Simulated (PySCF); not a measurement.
Compound: C₃H₄F₃N₃Si.
Numbering: `[F:1][C:2]([F:3])([F:4])[c:5]1[cH:6][n:7][n:8]([SiH3:9])[n:10]1` (hydrogens: H11 on C6; H12, H13, H14 on Si9)

Geometry (GFN2-xTB, Å), atoms numbered from 1 in this order:
```xyz
14
C3H4F3N3Si angstrom
F      3.3562   -0.1825    0.0898
C      2.3611    0.5562   -0.4284
F      2.5585    1.8139   -0.0038
F      2.5473    0.5675   -1.7573
C      1.0320    0.0203   -0.0363
C      0.7207   -1.0934    0.7657
N     -0.5919   -1.1737    0.8276
N     -1.0503   -0.1700    0.1065
Si    -2.7853    0.1695   -0.0807
N     -0.1081    0.5706   -0.4278
H      1.3697   -1.7857    1.2582
H     -3.3783   -1.1417   -0.3157
H     -3.2099    0.7657    1.1834
H     -2.8224    1.0828   -1.2133
```

Method: TDDFT PBE0/def2-SVPD, vertical, gas phase, core orbitals frozen in the response (PySCF 2.14.0, density-fitted response routines).

Ground-to-excited transition dipoles (e·a0, same axes as the geometry; the sign carries no meaning), for the states with f of 0.002 or more among the lowest 7:

```csv
state,E (eV),μx,μy,μz
S2,6.554,-1.197,0.066,0.033
S3,6.995,0.058,0.128,0.166
S4,7.138,-0.038,0.086,0.127
S5,7.268,-0.141,0.226,-0.153
S7,7.574,0.179,0.078,-0.072
```

Question: Work out the oscillator strengths.

Answer: f = (2/3) ΔE |μ|² with ΔE in hartree (27.2114 eV).

```
state  |μ|² (au)  |μ| (D)      f
   S2      1.439     3.05  0.231
   S3      0.047     0.55  0.008
   S4      0.025     0.40  0.004
   S5      0.095     0.78  0.017
   S7      0.043     0.53  0.008
```

Question: What angle do the transition dipoles of S2 and S5 make?

Answer: |cos θ| = |μa·μb| / (|μa| |μb|) = 0.48, so θ ≈ 61° (taken between 0 and 90°, since the signs are arbitrary).

Question: What peak molar absorption coefficient would the strongest computed level give as a lone Gaussian band 0.5 eV wide at half height?

Answer: ε(max) = 2.175×10⁸ f / FWHM, with the width in cm⁻¹. S2: 2.175×10⁸ × 0.2310 / 4033 ≈ 12000 L mol⁻¹ cm⁻¹.
